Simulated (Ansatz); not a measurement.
def2 core potentials replace the inner electrons of Bi.

A geometry relaxed with PBE0-D3(BJ)/def2-SVP (Ansatz, an electronic-structure program), charge 0, multiplicity 1:

```xyz
9

Bi    -0.8057    -0.0509    -1.1911
H      1.7793    -0.9788    -0.4546
O     -1.5519    -1.5659     0.0490
H     -1.0274     1.7161     0.7101
H      1.8263     0.8155    -0.5555
O     -1.4556     1.6487    -0.1523
C      1.2439    -0.0503    -0.2069
H      1.1196     0.0140     0.8851
H     -1.1283    -1.5483     0.9160
```

Problem. Write the SMILES of this molecule.

Solution. `[CH3][Bi]([OH])[OH]`
